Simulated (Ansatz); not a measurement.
Reactions of ClH$_{7}$N$_{2}$O$_{2}$Si$_{2}$ (`N[SiH](O)O[SiH](N)Cl`).

Computed with Ansatz on PBE0-D4/def2-TZVP structures; ΔE is electronic, products minus reactants. CCSD(T)/CBS adds triple-zeta CCSD(T) − MP2 to the extrapolated MP2 energy (def2 sets, frozen cores). This one scheme is used for every species, atoms too. DFT in def2-TZVPP. B3LYP here is the variant with VWN-RPA as its local correlation; programs differ in this. Open shells (•) are unrestricted, without spin–orbit coupling. Spin–orbit coupling would lower the free atoms: a little for Cl, O, Si. For Br outer-core shells are correlated without core-valence functions, so the limit isn't a true one: a few kJ/mol of doubt a bond, and 10 to 20 or more in all where bonds break to atoms. Scalar relativity is left out up to krypton. Each species was taken in one conformer, which may not be the lowest.

| reaction | ωB97M-V (kJ/mol) | B3LYP-D4 (kJ/mol) | B2PLYP (kJ/mol) | ωB97X-V (kJ/mol) |
| --- | --- | --- | --- | --- |
| `N[Si@H](Cl)O[Si@@H](N)O` + H₂ → `N[SiH2]O[SiH](N)Cl` + H₂O | 99 | 98 | 98 | 96 |
| `N[Si@H](Cl)O[Si@@H](N)O` → Cl• + 7 H• + 2 N• + 2 O• + 2 Si• | 5313 | 5271 | 5215 | 5310 |
| `N[Si@H](Cl)O[Si@@H](N)O` → `N[Si]Cl` + `N[SiH](O)O` | 247 | 249 | 244 | 264 |
| `N[Si@H](Cl)O[Si@@H](N)O` + H–F → `N[Si@H](F)O[Si@@H](N)O` + HCl | -53 | -53 | -58 | -54 |
| `N[Si@H](Cl)O[Si@@H](N)O` + NH₃ → `N[SiH](N)Cl` + `N[SiH](O)O` | 60 | 65 | 59 | 60 |
| `N[Si@H](Cl)O[Si@@H](N)O` + HCl → `N[SiH](O)Cl` + `N[SiH](O)Cl` | 19 | 26 | 19 | 19 |
| `N[Si@H](Cl)O[Si@@H](N)O` + H₂ → `N[SiH2]O[SiH](N)O` + HCl | 93 | 94 | 91 | 91 |
| `N[Si@H](Cl)O[Si@@H](N)O` + HBr → `N[SiH](Cl)Br` + `N[SiH](O)O` | 34 | 40 | 34 | 35 |
| `N[Si@H](Cl)O[Si@@H](N)O` + `N[SiH](F)S` → `N[Si@H](F)S[Si@@H](N)Cl` + `N[SiH](O)O` | 64 | 66 | 70 | 65 |
| `N[Si@H](Cl)O[Si@@H](N)O` + `N[SiH](F)F` → `N[SiH](O)[Si](N)(F)F` + `N[SiH](O)Cl` | 156 | 151 | 157 | 149 |

Q: Give the CCSD(T)/CBS values in the same order. (Best estimate.)

A: The calculation gave: 97, 5307, 257, -50, 62, 23, 94, 34, 64, 157 kJ/mol.

Largest T1 diagnostic: 0.013, for `N[Si]Cl`.
